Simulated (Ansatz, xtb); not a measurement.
## Two isomers of C3H2BrF

Structure I: `C#C[C@H](F)Br`, a singlet. Structure II: `F[C@@H]1C=C1Br`, a singlet. Both are isolated molecules in the gas phase, relaxed with PBE-D3(BJ)/def2-SVP.

Energies in hartree; the thermal terms are from PBE-D3(BJ)/def2-SVP harmonic frequencies (ideal gas, rigid rotor, one conformer each, 298.15 K, 1 atm) and include the zero-point energy:

```
                               I            II
E, CCSD(T)/def2-SVP  −2786.893810  −2786.882047
    E, MP2/def2-SVP  −2786.847205  −2786.836375
  E, MP2/def2-TZVPP  −2787.610154  −2787.596567
  zero-point energy      0.037970      0.038674
       H(298 K) − E      0.044373      0.044577
       G(298 K) − E      0.007717      0.008905
```

Task: Correct the CCSD(T) difference for the basis set by the MP2 change, then work out ΔE, ΔE₀, ΔH and ΔG for I → II in kJ/mol (1 Eh = 2625.50 kJ/mol) and the equilibrium ratio [II]/[I].

Result: 1. Differences II − I: CCSD(T) +0.011763, MP2 in the small set +0.010830, MP2 in the large set +0.013587 Eh.
2. ΔE = +0.011763 + (+0.013587 − (+0.010830)) = +0.014520 Eh = +38.12 kJ/mol.
3. ΔE₀ = ΔE + ΔZPE = +0.014520 + (+0.000704) Eh = +39.97 kJ/mol.
4. ΔH = ΔE + (+0.000204) Eh = +38.66 kJ/mol.
5. ΔG = ΔE + (+0.001188) Eh = +41.24 kJ/mol, so ΔS = (ΔH − ΔG)/T = −8.7 J/(mol K).
6. kT = 0.9442 mEh, so K = [II]/[I] = exp(−ΔG/kT) = exp(−16.64) ≈ 6.0 × 10^−8.

Structure I is favoured at this temperature. An error of 4 kJ/mol in ΔG would change K by a factor of 5. Mirror images and further conformers aren't counted.

As drawn, II has 1 C–C, 1 C=C in place of 1 C≡C. Structure I has no ring, II a 3-membered ring.

Other levels gave ΔE = +38.8 (GFN2-xTB); +40.2 (HF/STO-3G, GFN2-xTB geometries); +9.3 (r2SCAN-D4/def2-SVP, GFN2-xTB geometries); +3.5 (PBE-D3(BJ)/def2-SVP); +39.4 (HF/def2-SVP); +28.4 (MP2/def2-SVP); +30.9 (CCSD(T)/def2-SVP) kJ/mol. The correlated steps freeze 13 core orbitals; the filled d shell of Br is correlated, in a basis made for valence electrons. Programs: Ansatz 0.2.0, xtb 6.7.1.
